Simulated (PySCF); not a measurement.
GeH₂, neutral, multiplicity 1. Atoms are numbered in the order given.

```xyz
3

Ge     0.0000     0.0000     0.0659
H      0.0000    -1.1340    -1.0542
H      0.0000     1.1340    -1.0542
```

Geometry: PBE0-D3(BJ)/def2-TZVPD. The isomer is the one that the SMILES or the coordinates give; other isomers of the formula were not compared.

Calculation: PySCF with B3LYP/def2-TZVPD.

Symmetry labels are those of the subgroup C2v that the program uses (full group C2v).

Task: List the valence orbital energies around the gap with their symmetry. (The exact figures need the calculation; the answer reports its results.)

Result: 
| orbital | symmetry | energy (eV) |
|---|---|---|
| HOMO−7 | A1 | -33.26 |
| HOMO−6 | A2 | -33.17 |
| HOMO−5 | B1 | -33.10 |
| HOMO−4 | B2 | -32.89 |
| HOMO−3 | A1 | -32.82 |
| HOMO−2 | A1 | -14.19 |
| HOMO−1 | B2 | -8.62 |
| HOMO | A1 | -6.77 |
| LUMO | B1 | -3.32 |
| LUMO+1 | A1 | 0.24 |
| LUMO+2 | B2 | 0.58 |
| LUMO+3 | A1 | 1.83 |
